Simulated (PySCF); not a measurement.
## A small calculation by hand: oscillator strength and radiative lifetime

Sn(H)3(OSiH3) (H6OSiSn), SMILES [SiH3][O][SnH3].

Geometry optimised at PBE0-D3(BJ)/def2-SVP. The def2 effective core potentials stand for the cores of Sn; spin–orbit coupling is left out.

TDA-M06-2X/def2-SVPD (PySCF) puts the first singlet state with f over 0.02 at 7.70 eV (vertical), with the transition dipole (0.000, 0.000, -0.629) in atomic units.

Q: Find the oscillator strength, the wavelength and the radiative lifetime that this transition would have in vacuum if emission retraced absorption.

A: 
|μ|² = 0.3956 au, so |μ| = 1.60 D. ΔE = 7.70/27.211 = 0.2830 hartree. f = (2/3) ΔE |μ|² = 0.075 (the program prints 0.075).
λ = 1239.84/7.70 = 161 nm; ν = 62105 cm⁻¹.
Einstein's coefficient A = 0.6670 ν² f s⁻¹ (ν in cm⁻¹) = 1.9e8 s⁻¹, so τ = 1/A = 5.2 ns. This state is S5; the lower singlets have f = 0.002, 0.014, 0.007, 0.000. The figure is the radiative limit of this one transition; relaxation, internal conversion, crossing to triplets and a medium change what is measured.
